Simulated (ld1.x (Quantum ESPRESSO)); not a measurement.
## erbium (Er) TM: all-electron and pseudo phase curves

```
Element                 : erbium (Er)
Generator               : ld1.x (Quantum ESPRESSO) 7.5
Type                    : norm-conserving Troullier–Martins (Kleinman–Bylander form)
Functional              : PBEsol
Relativity              : scalar-relativistic
Frozen core             : [Kr] 4d10 5s2
Valence charge          : 20
Reference configuration : 4f12 5p6 5d1 6s1 6p0
Partial waves           : 6s (bound): rc 3.50 bohr; 5p (bound): rc 1.70 bohr; 5d (bound): rc 2.80 bohr; 4f (bound): rc 0.90 bohr
Local potential         : all-electron potential smoothed inside 1.15 bohr (lloc = -1)
Core correction         : none
```

The phase is arctan(r·u′/u) with u = r·R(r), unwrapped; energies in Ry, scanned from -4 to 5 Ry. A pole is an energy at which the radial function vanishes at the test radius. The pseudo phase is shifted by a multiple of π to meet the all-electron one at the reference energy, and phase errors are pseudo minus all-electron; the curves can meet again beyond the range given. Levels narrower than the energy grid can be missing from the lists of poles. n/a: not evaluated, since a narrow level or a reset projector energy made the automatic matching unsafe.

| channel | radius (bohr) | reference energy (Ry) | poles, all-electron | poles, pseudo | unbroken range about the reference energy with phases within 0.05 rad | phase error 1 Ry above the reference energy (rad) |
| --- | --- | --- | --- | --- | --- | --- |
| s | 3.81 | -0.28 | 0.61, 4.73 | 0.60, 4.20 | n/a | n/a |
| p | 3.81 | -1.90 | -1.89, 1.44 | -1.89, 1.33, 3.74 | below 0.1 | -0.001 |
| d | 3.81 | -0.06 | 0.27, 3.04 | 0.27, 3.02 | below 4.6 | -0.001 |
| f | 3.81 | -0.20 | -0.18, 2.15 | -0.18, 2.16 | below 3.4 | +0.002 |

Note: ghost states, extra bound levels that the all-electron valence spectrum of the same l lacks: s at -283.3 eV, s at -24.9 eV. A true bound ghost makes a file unfit for plane-wave use.

Phases in the f channel:

```json
{"E (Ry)": "-4.00", "all-electron": "1.446", "pseudo": "1.446"}
{"E (Ry)": "-3.52", "all-electron": "1.439", "pseudo": "1.439"}
{"E (Ry)": "-3.04", "all-electron": "1.431", "pseudo": "1.431"}
{"E (Ry)": "-2.56", "all-electron": "1.420", "pseudo": "1.420"}
{"E (Ry)": "-2.08", "all-electron": "1.407", "pseudo": "1.407"}
{"E (Ry)": "-1.60", "all-electron": "1.389", "pseudo": "1.389"}
{"E (Ry)": "-1.12", "all-electron": "1.364", "pseudo": "1.364"}
{"E (Ry)": "-0.64", "all-electron": "1.326", "pseudo": "1.326"}
{"E (Ry)": "-0.16", "all-electron": "-1.802", "pseudo": "-1.802"}
{"E (Ry)": "0.32", "all-electron": "-2.000", "pseudo": "-2.000"}
{"E (Ry)": "0.80", "all-electron": "-2.543", "pseudo": "-2.541"}
{"E (Ry)": "1.28", "all-electron": "-4.198", "pseudo": "-4.195"}
{"E (Ry)": "1.76", "all-electron": "-4.595", "pseudo": "-4.593"}
{"E (Ry)": "2.24", "all-electron": "-4.732", "pseudo": "-4.730"}
{"E (Ry)": "2.72", "all-electron": "-4.842", "pseudo": "-4.838"}
{"E (Ry)": "3.20", "all-electron": "-5.054", "pseudo": "-5.036"}
{"E (Ry)": "3.68", "all-electron": "-6.628", "pseudo": "-6.452"}
{"E (Ry)": "4.16", "all-electron": "-7.603", "pseudo": "-7.582"}
{"E (Ry)": "4.64", "all-electron": "-7.751", "pseudo": "-7.743"}
```
